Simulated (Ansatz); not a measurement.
```xyz
11

Si   -0.3537    1.1228    1.0049
O     1.0380    0.2531    1.2535
C     1.5850   -0.5280    0.2749
N     1.0495   -0.9083   -0.7803
Ga   -0.6429   -0.8319   -1.4888
Cl   -1.8402   -2.5579   -1.0396
H    -1.4216    0.2832    0.3569
H    -0.8256    1.5312    2.3414
H    -0.0955    2.2717    0.1070
H     2.6075   -0.7939    0.5570
H    -1.1005    0.1581   -2.5868
```

Charge 0, multiplicity 1.

(1) List the PBE0/def2-TZVPP orbital energies in eV (Ansatz 0.2.0). (Best estimate.)

## Answers

(1) The calculation gave: Occupied: -10147.78, -2766.82, -1804.01, -1253.59, -1109.78, -1109.69, -1109.66, -523.95, -391.18, -281.31, -258.66, -196.92, -196.82, -196.80, -151.93, -146.27, -104.93, -104.72, -104.64, -100.96, -100.93, -100.90, -30.09, -25.24, -24.20, -23.95, -23.88, -23.87, -23.66, -21.94, -18.47, -15.31, -14.70, -13.93, -12.81, -11.75, -10.77, -10.51, -10.34, -9.93, -8.95, -8.73, -8.61, -7.63. Lowest empty: -1.00, -0.48, -0.23, 0.21, 0.71, 1.30, 1.80, 2.23.
